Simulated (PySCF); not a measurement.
Vertical excitations of a molecule C5H6O2 from TDDFT-LC-ωPBE/def2-SVPD (PySCF), as energy in eV (oscillator strength): 6.16 (0.001), 6.65 (0.028), 6.83 (0.002), 7.25 (0.004), 7.79 (0.029), 7.92 (0.042), 8.20 (0.108), 8.29 (0.101), 8.50 (0.046), 8.61 (0.031). Lowest triplet (TDA): 5.08 eV. Geometry optimised at PBE0-D3(BJ)/def2-SVP. One conformer was computed; it need not be the lowest.

Question: Which structure fits?
A. O=CCC1=COC1
B. CC1=C[C@@H](C=O)O1
C. C#C[C@@H]1[C@H](O)[C@@H]1O
D. C=C1OCOC1=C

Answer: C, C#C[C@@H]1[C@H](O)[C@@H]1O
